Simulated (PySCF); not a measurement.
B(Cl)(Et)(NH2) (C2H7BClN), SMILES CCB(N)Cl. Atoms are numbered in the order given.

```xyz
12

B     -0.2069     0.1423     0.0000
Cl     0.3908     1.8384     0.0000
C      0.8381    -1.0436     0.0000
C      0.2509    -2.4594     0.0000
H      1.5090    -0.8976    -0.8766
H      1.5090    -0.8976     0.8766
H     -0.3823    -2.6397     0.8947
H     -0.3823    -2.6397    -0.8947
H      1.0366    -3.2421     0.0000
N     -1.5937    -0.0519     0.0000
H     -2.2649     0.7160     0.0000
H     -2.0133    -0.9818     0.0000
```

The structure is a stationary point at PBE-D3(BJ)/def2-SVP. The structure was generated by enumeration, and PubChem lists no compound with its InChIKey, so it may never have been made. Other conformers were not sampled.

Two levels are set side by side: PBE/pcSseg-1 (PySCF) and B3LYP/pcSseg-1 (PySCF). GIAO shifts against BF3 (¹¹B), HCl (³⁵Cl), NH3 (¹⁵N), TMS (¹H), TMS (¹³C) at the same level; non-relativistic, no solvent, atoms listed together averaged. Without spin–orbit terms, shifts of atoms bonded to Cl or Br come out too high at both levels. Differences are taken from unrounded values.

| quantity | B3LYP |
|---|---|
| δ(¹¹B) of B1 (ppm) | 32.4 |
| δ(³⁵Cl) of Cl2 (ppm) | 96.9 |
| δ(¹³C) of C3 (ppm) | 19.6 |
| δ(¹³C) of C4 (ppm) | 14.1 |
| δ(¹H) of H5, H6 (ppm) | 1.58 |
| δ(¹⁵N) of N10 (ppm) | 109.5 |

Task: What does PBE give, and how far is it from B3LYP? (Estimate from the structure and the level; the computed values follow.)

Result: 
| quantity | PBE | PBE minus B3LYP |
|---|---|---|
| δ(¹¹B) of B1 (ppm) | 29.8 | -2.6 |
| δ(³⁵Cl) of Cl2 (ppm) | 117.8 | 21.0 |
| δ(¹³C) of C3 (ppm) | 20.2 | 0.5 |
| δ(¹³C) of C4 (ppm) | 13.7 | -0.4 |
| δ(¹H) of H5, H6 (ppm) | 1.64 | 0.06 |
| δ(¹⁵N) of N10 (ppm) | 113.7 | 4.1 |

Rough cost on one machine, each run with all the roots and properties that it gave: B3LYP against PBE within a factor of 2.
